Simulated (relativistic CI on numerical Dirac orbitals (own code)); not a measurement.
# Hyperfine structure of Re⁸⁺, mass number 185

Calculated at this level of theory: Dirac-Coulomb-Breit CI, orbitals from a KLI potential per configuration, model QED, unscaled Slater integrals (own radial code, finite nucleus).

CI space (outside the closed core [Kr] 4d10): 4f¹⁴5s²5p⁵, 4f¹³5s²5p⁶, 4f¹⁴5s5p⁶, 4f¹⁴5s²5p⁴5d, 4f¹³5s²5p⁵5d, 4f¹⁴5s5p⁵5d, 4f¹⁴5s²5p⁴5f, 4f¹⁴5s²5p⁴6s, 4f¹⁴5s²5p⁴5g, 4f¹³5s²5p⁵6s. Double excitations out of closed p, d and f shells are left out; levels of such configurations are missing from the list, as are those of other unlisted configurations, and high levels can miss mixing partners.

Nuclear spin I = 5/2, μ = 3.176 μN, Q = 2.07 b (tables of Stone and Pyykkö). The electronic factors are computed for point nuclear moments, without core polarisation or the Bohr-Weisskopf and QED corrections.

```json
{"Level": "4f¹⁴5s²5p⁵ ²P°3/2", "E (cm⁻¹)": "0", "A (GHz)": "9.631", "B (GHz)": "-30.9"}
{"Level": "4f¹³5s²5p⁶ ²F°7/2", "E (cm⁻¹)": "56580", "A (GHz)": "1.981", "B (GHz)": "-7"}
{"Level": "4f¹³5s²5p⁶ ²F°5/2", "E (cm⁻¹)": "76012", "A (GHz)": "3.701", "B (GHz)": "-6.28"}
{"Level": "4f¹⁴5s²5p⁵ ²P°1/2", "E (cm⁻¹)": "100166", "A (GHz)": "88.38", "B (GHz)": ""}
{"Level": "4f¹⁴5s5p⁶ ²S1/2", "E (cm⁻¹)": "337430", "A (GHz)": "186.4", "B (GHz)": ""}
{"Level": "4f¹⁴5s²5p⁴5d ⁴D5/2", "E (cm⁻¹)": "356623", "A (GHz)": "6.163", "B (GHz)": "-2.28"}
{"Level": "4f¹⁴5s²5p⁴5d ²P1/2", "E (cm⁻¹)": "361770", "A (GHz)": "13.2", "B (GHz)": ""}
{"Level": "4f¹⁴5s²5p⁴5d ⁴D7/2", "E (cm⁻¹)": "362802", "A (GHz)": "5.107", "B (GHz)": "4.39"}
```

Levels with J = 0, under 50 % of one LS term, or S terms without an open s electron are left out. Small factors come from cancelling terms and can be off by tens of per cent or more.

At this charge configurations can still be misplaced by up to about 7 % of their energy. Levels and lines within the n = 5 or 6 shells can be off by up to 10 % or somewhat more, and those that change n by about 2 %, since core polarisation is missing. Levels that differ in their count of f electrons can be misplaced by several ten thousand cm⁻¹, since the correlation energy of f electrons is missing or only estimated; rates across such gaps can be off by orders of magnitude.

(1) Give the hyperfine levels of 4f¹³5s²5p⁶ ²F°7/2 relative to its centre of gravity.

Results:

(1) With K = F(F + 1) − I(I + 1) − J(J + 1), E = AK/2 + B[¾K(K + 1) − I(I + 1)J(J + 1)]/[2I(2I − 1)J(2J − 1)]: F = 1: -26.04, F = 2: -20.07, F = 3: -11.88, F = 4: -2.357, F = 5: 7.298, F = 6: 15.58 GHz.

LS names give the leading component of a level, which can be under half, so a name can repeat, a term be missing and a line seem to break the LS rules.
